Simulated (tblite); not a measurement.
C6H8N2.
Bonds: N1–C2 (triple), C2–C3, C3–C4, C4–C5, C5–N6, C4–C7, C7–C8 (double), C4–C8. Hydrogens: H9, H10 on C3; H11, H12 on C5; H13, H14 on N6; H15 on C7; H16 on C8.

Computed with GFN2-xTB (tblite), gas phase: Langevin dynamics at 400 K from the optimised GFN2-xTB geometry, time step 0.5 fs, friction 0.01 fs⁻¹, 2000 steps. Over the second half of the run the saved frames average 408 K.

The optimised geometry, where the run starts:
```
atom  x, y, z in Å
N1     -1.775   -1.248    2.482
C2     -1.348   -1.237    1.421
C3     -0.814   -1.179    0.086
C4     -0.322    0.237   -0.227
C5      1.013    0.538    0.438
N6      2.027   -0.372   -0.080
C7     -0.682    0.872   -1.537
C8     -1.306    1.335   -0.492
H9      0.032   -1.867    0.011
H10    -1.594   -1.482   -0.618
H11     1.257    1.603    0.283
H12     0.930    0.362    1.515
H13     2.905   -0.242    0.410
H14     2.190   -0.186   -1.065
H15    -0.507    0.879   -2.585
H16    -2.014    1.994   -0.055
```

t = 225 fs, T = 392 K, E(pot) 0.761 eV above the start
```
atom  x, y, z in Å  |  force x, y, z in eV/Å
N1     -2.367   -0.848    2.877    0.640  -0.069  -1.861
C2     -1.925   -1.027    1.820   -1.086   0.070   1.896
C3     -1.268   -1.389    0.589    0.317  -0.602   0.857
C4     -0.711   -0.160   -0.103    0.580   1.365  -2.115
C5      0.564    0.552    0.485   -0.772  -1.561  -1.505
N6      1.793   -0.285    0.282   -0.735   2.002   2.042
C7     -0.880   -0.101   -1.641    0.348  -1.429   0.271
C8     -1.604    0.755   -1.016    0.408  -1.158   1.955
H9     -0.464   -2.059    1.037   -0.346   0.598  -1.029
H10    -1.936   -2.013   -0.060    0.505   0.651   0.462
H11     0.612    1.526   -0.058    0.178  -0.484   0.518
H12     0.392    0.692    1.549    0.262   0.134   0.134
H13     2.533    0.367    0.106    0.562   0.102   0.015
H14     1.786   -0.936   -0.441   -0.568  -1.021  -1.492
H15    -0.831   -0.726   -2.506    0.494   0.365  -0.057
H16    -2.393    1.405   -0.888   -0.789   1.037  -0.091
```

t = 450 fs, T = 381 K, E(pot) 0.583 eV above the start
```
atom  x, y, z in Å  |  force x, y, z in eV/Å
N1     -2.849   -0.882    3.328    1.122  -0.850  -3.339
C2     -2.432   -1.172    2.268   -1.117   0.789   3.380
C3     -1.806   -1.509    1.038    1.077  -1.479  -1.417
C4     -1.385   -0.251    0.228    0.310  -1.471   3.650
C5     -0.048    0.172    0.744    1.275   1.283   0.276
N6      0.908   -0.865    0.472    0.789  -1.035  -0.873
C7     -1.772    0.089   -1.093   -0.701   0.142  -3.150
C8     -2.412    0.735   -0.161   -0.111  -0.047  -0.486
H9     -0.809   -2.024    1.225   -0.904   0.393   0.235
H10    -2.364   -2.280    0.436   -0.022   0.914   0.531
H11     0.162    1.146    0.229    0.275  -0.185   0.304
H12     0.074    0.326    1.842   -0.739   0.104  -0.549
H13     1.828   -0.703    0.885   -0.382   0.099  -0.307
H14     1.015   -1.111   -0.534   -0.101   0.496   0.977
H15    -1.557   -0.085   -2.141   -0.266   0.121   0.600
H16    -3.226    1.266    0.203   -0.505   0.725   0.168
```

t = 525 fs, T = 325 K, E(pot) 0.539 eV above the start
```
atom  x, y, z in Å  |  force x, y, z in eV/Å
N1     -2.804   -1.035    3.381    0.080   0.308  -0.513
C2     -2.515   -1.158    2.276   -0.415  -0.557   0.765
C3     -2.104   -1.527    0.957    2.167   1.659   0.174
C4     -1.455   -0.266    0.247    2.191  -0.696   2.751
C5      0.078    0.045    0.618   -0.848  -0.516   0.764
N6      0.972   -1.079    0.457   -0.422  -0.788   0.035
C7     -1.897    0.117   -1.041   -1.071   0.778  -2.878
C8     -2.281    0.947   -0.119   -0.641   1.046   0.408
H9     -1.303   -2.278    1.109   -0.363   0.177  -0.360
H10    -2.887   -1.853    0.327   -0.866  -0.546  -0.361
H11     0.424    0.892    0.026   -0.322   0.447  -0.138
H12     0.151    0.299    1.689   -0.336   0.161  -0.258
H13     1.860   -0.986    0.935   -0.156   0.248  -0.020
H14     1.143   -1.258   -0.516    0.127  -0.122  -0.386
H15    -1.970   -0.060   -2.087    0.202  -0.310  -0.091
H16    -2.802    1.896    0.096    0.673  -1.288   0.106
```

t = 600 fs, T = 339 K, E(pot) 0.920 eV above the start
```
atom  x, y, z in Å  |  force x, y, z in eV/Å
N1     -2.389   -0.874    3.265   -1.349   1.797   5.388
C2     -2.129   -1.323    2.287    0.990  -1.422  -4.951
C3     -1.802   -1.508    0.923    0.903   0.909  -1.588
C4     -1.367   -0.131    0.282   -0.139   0.327   1.990
C5      0.052    0.110    0.766    1.513  -0.286  -0.743
N6      0.884   -0.898    0.107   -0.455  -0.711  -1.296
C7     -1.866    0.277   -1.033   -0.198   0.782   0.386
C8     -2.250    1.072   -0.060   -0.741   0.280  -0.166
H9     -0.875   -2.045    0.733    0.097  -0.541   0.510
H10    -2.532   -1.945    0.273   -0.909  -0.331   0.134
H11     0.414    1.146    0.699   -0.245   0.221  -0.798
H12     0.321   -0.143    1.775   -1.036  -0.048   1.141
H13     1.859   -0.921    0.317    0.440   0.390   0.315
H14     0.779   -0.995   -0.910   -0.046   0.480   0.481
H15    -1.898    0.025   -2.045    0.071  -0.164  -0.766
H16    -2.860    1.993    0.171    1.104  -1.684  -0.037
```

t = 650 fs, T = 440 K, E(pot) 0.738 eV above the start
```
atom  x, y, z in Å  |  force x, y, z in eV/Å
N1     -2.086   -1.144    3.522    0.478   0.500  -5.026
C2     -1.960   -1.144    2.339   -0.110  -1.575   4.026
C3     -1.794   -1.492    0.919   -0.742   2.026  -0.107
C4     -1.254   -0.173    0.216   -1.179   0.202   0.076
C5      0.187    0.239    0.509    0.638   0.380   1.070
N6      1.094   -0.799    0.047   -2.077  -0.561  -0.260
C7     -1.988    0.319   -1.035    0.013   0.777   3.657
C8     -2.340    0.897    0.107    0.529  -0.217  -0.575
H9     -1.205   -2.385    0.736    0.220   0.157   0.288
H10    -2.835   -1.639    0.510    0.861  -0.067   0.342
H11     0.478    1.217    0.048   -0.711  -0.223   0.029
H12     0.386    0.383    1.610   -0.519  -0.229  -0.672
H13     2.041   -0.560    0.167    1.090   0.346  -0.186
H14     0.782   -0.904   -0.913    0.915  -0.409  -0.214
H15    -2.162    0.309   -2.041   -0.072  -0.289  -1.675
H16    -2.930    1.612    0.703    0.663  -0.819  -0.774
```

t = 675 fs, T = 405 K, E(pot) 1.059 eV above the start
```
atom  x, y, z in Å  |  force x, y, z in eV/Å
N1     -1.966   -1.213    3.576    0.747  -0.434  -4.592
C2     -1.817   -1.288    2.402   -1.085   1.218   4.665
C3     -1.758   -1.291    0.972    0.122  -3.084  -0.192
C4     -1.256   -0.097    0.212   -1.207  -0.543  -0.279
C5      0.186    0.154    0.485    0.774   3.097   1.899
N6      1.204   -0.754    0.180    1.735  -3.053  -2.822
C7     -2.068    0.257   -1.022    0.627  -1.126  -1.790
C8     -2.288    0.965    0.046   -0.765   1.506   0.086
H9     -1.017   -2.126    0.808   -0.322   0.387  -0.203
H10    -2.736   -1.712    0.578    0.777   0.706   0.392
H11     0.461    1.144    0.039   -0.473   0.213   0.294
H12     0.210    0.263    1.619    0.199   0.201  -0.850
H13     2.208   -0.614    0.443   -1.675   0.548   0.177
H14     1.262   -0.922   -0.879   -0.238   0.242   1.700
H15    -2.165   -0.139   -2.095   -0.069   1.103   2.141
H16    -2.888    1.761    0.536    0.853  -0.981  -0.626
```

t = 725 fs, T = 384 K, E(pot) 1.071 eV above the start
```
atom  x, y, z in Å  |  force x, y, z in eV/Å
N1     -1.569   -1.213    3.758   -0.253   0.201   2.118
C2     -1.621   -1.282    2.633    1.047   0.039  -3.467
C3     -1.475   -1.441    1.149   -1.034   0.901   2.103
C4     -1.232   -0.089    0.394   -1.206  -0.318   0.462
C5      0.125    0.404    0.678    1.779  -1.974   0.966
N6      0.950   -0.840    0.511    3.681   0.972  -0.708
C7     -1.898    0.193   -0.878   -0.920   0.716  -0.647
C8     -2.322    0.965    0.110   -0.592  -0.695   0.620
H9     -0.750   -2.255    1.059    0.130   0.582  -0.487
H10    -2.454   -1.814    0.937   -0.788  -0.359  -0.861
H11     0.494    1.269    0.126   -0.239   0.040   0.082
H12     0.166    0.489    1.771    0.171   0.887  -0.055
H13     1.901   -0.690    0.986   -1.660  -0.224   0.074
H14     1.393   -0.939   -0.439   -1.397   0.134   0.401
H15    -1.917   -0.103   -1.928   -0.116   0.403   0.802
H16    -3.026    1.669    0.671    1.397  -1.302  -1.404
```

t = 750 fs, T = 475 K, E(pot) 0.745 eV above the start
```
atom  x, y, z in Å  |  force x, y, z in eV/Å
N1     -1.492   -1.182    3.807    0.164   0.020   0.294
C2     -1.499   -1.252    2.669   -0.506  -0.027  -1.768
C3     -1.644   -1.318    1.161    1.024  -3.538   4.268
C4     -1.310   -0.056    0.590    1.236   1.506  -1.408
C5      0.194    0.329    0.820   -0.144  -0.900  -0.081
N6      1.062   -0.857    0.604   -0.733   0.244   1.631
C7     -1.906    0.192   -0.756   -0.517   0.229  -0.635
C8     -2.390    0.889    0.233    0.859  -0.233  -0.731
H9     -0.793   -1.990    0.884   -0.565  -0.075   0.027
H10    -2.591   -1.866    1.063    0.061   0.675  -0.669
H11     0.423    1.117    0.088    0.087   0.194   0.505
H12     0.338    0.604    1.882   -0.128   0.300  -0.655
H13     1.788   -0.954    1.320   -0.381   0.207  -0.666
H14     1.408   -0.993   -0.311    0.355   0.185  -0.813
H15    -2.003   -0.138   -1.768    0.138   0.128   0.160
H16    -2.970    1.663    0.571   -0.951   1.084   0.542
```

t = 925 fs
```
atom  x, y, z in Å
N1     -0.742   -1.021    4.025
C2     -1.255   -0.928    2.984
C3     -1.914   -0.741    1.711
C4     -1.090    0.293    0.862
C5      0.402    0.030    0.847
N6      0.660   -1.321    0.367
C7     -1.775    0.897   -0.391
C8     -1.631    1.723    0.617
H9     -1.986   -1.666    1.144
H10    -2.902   -0.419    1.855
H11     0.770    0.877    0.249
H12     0.707    0.012    1.854
H13     1.143   -1.905    1.014
H14    -0.061   -1.689   -0.227
H15    -2.069    0.787   -1.431
H16    -1.788    2.735    0.958
```

**Question.** Estimate the potential energy and the forces of this last frame.

**Answer.** 0.662 eV above the start.

```
atom  Fx (eV/Å)  Fy (eV/Å)  Fz (eV/Å)
  N1     -1.060      0.133     -2.297
  C2      0.696     -0.200      2.007
  C3      1.777      0.384     -0.511
  C4     -1.931      1.095     -0.810
  C5     -1.440     -0.601     -0.675
  N6      0.576      1.109     -0.956
  C7      0.473     -0.050      0.644
  C8      0.105     -0.917     -0.204
  H9      0.259     -0.362      0.082
 H10     -1.355      0.700      0.354
 H11      0.800     -0.537     -0.003
 H12      0.881      0.702      1.193
 H13     -0.314     -0.381      0.048
 H14      0.183     -0.298      0.233
 H15      0.185     -0.159      0.782
 H16      0.165     -0.618      0.113
```

The bond farthest from its length at the start is C4–C7 (1.551 against 1.500 Å), and half the difference of its two atoms' forces along it is -1.34 eV/Å (positive lengthens). The largest atomic force is 2.53 eV/Å.

What follows is the cost of the whole dynamics run. On Arm Neoverse V1, one thread, shared host with 32 logical CPUs at a one-minute load of 5.9, this took 11 s wall and 0.19 GiB of memory at its peak.
